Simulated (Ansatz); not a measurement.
Total energies of CH3ISSi, SMILES `I[SiH]1CS1`.

```xyz
7

I    -0.4883   -2.2651    1.6493
Si    0.3821   -0.7371   -0.0108
C    -0.4114    0.8992   -0.2397
S     1.2779    1.0444    0.5563
H     0.9211   -1.4929   -1.1568
H    -0.4633    1.3579   -1.2227
H    -1.2181    1.1937    0.4244
```

Charge 0, multiplicity 1. Correlated methods include outer-core shells of I, which these sets cover unevenly. I: def2 effective core potential. The structure was optimised at the PBE0-D4/def2-TZVP level. Basis def2-TZVPP, the Gaussian-basis code of Ansatz.

RPA on PBE orbitals: Hartree–Fock energy of these orbitals -1022.76634 Eh, correlation -1.38764 Eh (frozen core).

```json
{"functional": "ωB97M-V", "energy without D4 (Eh)": "-1025.30571", "D4 term (kJ/mol)": "–"}
{"functional": "B2PLYP", "energy without D4 (Eh)": "-1024.93148", "D4 term (kJ/mol)": "–"}
```

**Question.** Give the same for LDA (SPW92), PBE, revPBE, BLYP, r2SCAN, B97M-V, PBE0, B3LYP, r2SCANh, r2SCAN0, HSE06 (plane-wave form), BHLYP, CAM-B3LYP, LC-ωPBE, ωB97X-V, PBE-QIDH. (An estimate is asked.)

**Answer.** Computed: 
| functional | energy without D4 (Eh) | D4 term (kJ/mol) |
| --- | --- | --- |
| LDA (SPW92) | -1022.07320 | – |
| PBE | -1025.00061 | -21.8 |
| revPBE | -1025.28268 | -55.2 |
| BLYP | -1025.29868 | -46.8 |
| r2SCAN | -1025.42603 | -4.8 |
| B97M-V | -1025.19738 | – |
| PBE0 | -1025.09182 | -18.7 |
| B3LYP | -1025.51382 | -36.0 |
| r2SCANh | -1025.41070 | -5.3 |
| r2SCAN0 | -1025.38865 | -6.0 |
| HSE06 (plane-wave form) | -1025.07415 | -17.7 |
| BHLYP | -1025.30414 | -32.3 |
| CAM-B3LYP | -1025.37394 | -19.5 |
| LC-ωPBE | -1025.18453 | – |
| ωB97X-V | -1025.25375 | – |
| PBE-QIDH | -1024.76194 | – |

B3LYP takes the VWN-RPA correlation (the form of Gaussian; ORCA's B3LYP/G). HSE06 is the plane-wave form, built on full-range PBE exchange. The double hybrids freeze the cores in their second-order part.

LC-ωPBE has ω = 0.4 bohr⁻¹.
